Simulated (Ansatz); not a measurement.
`FC(F)(F)C#Cc1ccc(C#Cc2ccc(C#Cc3ccc(C#Cc4ccc(C(F)(F)F)cc4)cc3)cc2)cc1`, 56 atoms. Hardware: 2 threads of AMD EPYC 7R13 on a shared host and a share (18 GiB) of an NVIDIA H100 80GB HBM3.

Single mean-field runs in def2-SVP are fitted with def2-universal-jkfit.

Q: How many basis functions does each of these Ansatz runs have, and roughly what does it cost? PBE-D4/def2-SVP, charge 0 singlet, energy and forces, from earlier orbitals; PBE-D4/def2-SVP, charge 0 singlet, relaxation, 49 steps; PBE0-D4/def2-SVP, charge -1 doublet at the geometry of the charge 0 singlet, energy; PBE0-D4/def2-SVP, charge 1 doublet at the geometry of the charge 0 singlet, energy; PBE-D4/def2-SVP, charge 0 triplet at the geometry of the charge 0 singlet, energy, from earlier orbitals; PBE-D4/def2-SVP, charge -1 doublet at the geometry of the charge 0 singlet, energy, from earlier orbitals; PBE0-D4/def2-SVP, charge 0 singlet, energy and forces, from earlier orbitals; PBE-D4/def2-SVP, charge 1 doublet at the geometry of the charge 0 singlet, energy, from earlier orbitals; PBE0-D4/def2-SVP, charge 0 triplet at the geometry of the charge 0 singlet, energy; r2SCAN-D4/def2-SVP, charge 0 singlet, energy, from earlier orbitals.

A: Other jobs shared the machine, so times can vary by a factor of up to 3. A dash marks memory too small to be measured apart from the calling script's.

```csv
run,functions,fitting or Cholesky vectors,wall time,peak host memory (GiB)
"PBE-D4/def2-SVP, charge -1 doublet at the geometry of the charge 0 singlet, energy, from earlier orbitals",640,3300,15 s,1.2
"r2SCAN-D4/def2-SVP, charge 0 singlet, energy, from earlier orbitals",640,3300,16 s,1.1
"PBE-D4/def2-SVP, charge 1 doublet at the geometry of the charge 0 singlet, energy, from earlier orbitals",640,3300,16 s,1.2
"PBE0-D4/def2-SVP, charge -1 doublet at the geometry of the charge 0 singlet, energy",640,3300,17 s,1.3
"PBE0-D4/def2-SVP, charge 0 singlet, energy and forces, from earlier orbitals",640,3300,18 s,1.6
"PBE0-D4/def2-SVP, charge 1 doublet at the geometry of the charge 0 singlet, energy",640,3300,18 s,1.3
"PBE-D4/def2-SVP, charge 0 singlet, energy and forces, from earlier orbitals",640,3300,21 s,–
"PBE-D4/def2-SVP, charge 0 triplet at the geometry of the charge 0 singlet, energy, from earlier orbitals",640,3300,29 s,1.3
"PBE0-D4/def2-SVP, charge 0 triplet at the geometry of the charge 0 singlet, energy",640,3300,33 s,1.4
"PBE-D4/def2-SVP, charge 0 singlet, relaxation, 49 steps",640,3300,4.3 min,1.1
```
